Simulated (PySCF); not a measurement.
# PmO from Hartree–Fock to correlated methods

State: sextet, about 4.3 electrons in the 4f shell (Mulliken), real f orbitals that mix terms. Set-up: Pm x2c-TZVPall, O x2c-TZVPall; spin-free X2C with a Gaussian nucleus (PySCF 2.14). De refers to Pm (4f5 6s2) + O in their high-spin ground configurations, without counterpoise correction. The functionals are run spin-unrestricted. A positive dipole means Pm(−)O(+). Levels whose curve was spin-contaminated or gave no clean fit are not listed.

| Level | Re (Å) | ωe (cm⁻¹) | De (eV) | μ (D) | CPU s a point (SCF and correlation, without the integrals) |
| --- | --- | --- | --- | --- | --- |
| UHF | 1.799 | 871 | n/a | -3.87 | 12 |
| UHF-MP2 | 1.811 | 847 | n/a | n/a | 19 |
| UHF-SCS-MP2 | 1.812 | 857 | n/a | n/a | n/a |
| PBE | 1.801 | 797 | 6.75 | -3.21 | 19 |
| PBEsol | 1.788 | 813 | 7.13 | -3.11 | 18 |
| PBE0 | 1.783 | 829 | 6.14 | -3.23 | 15 |
| HSE06 | 1.785 | 835 | 6.14 | -3.38 | 24 |
| MN15 | 1.766 | 849 | 5.72 | -3.23 | 20 |

The bond length runs from 1.766 Å (MN15) to 1.812 Å (UHF-SCS-MP2). De spans 5.72 eV (MN15, hybrid meta-GGA) to 7.13 eV (PBEsol, GGA).

Correlated steps freeze 19 core orbitals. These are scalar-relativistic numbers at best; spin–orbit coupling would shift them, the dissociation energy most. Counting both spins, an empty level lies below a filled one in some of these solutions, because spin and occupation are held. The state is the lowest single determinant that the PBE0 search found; with open d or f shells the true ground state can be another one.

The whole job (state search and all levels along the bond) took about 14 min on 4 threads of Arm Neoverse V2 (shared host), peak memory 11 GiB.
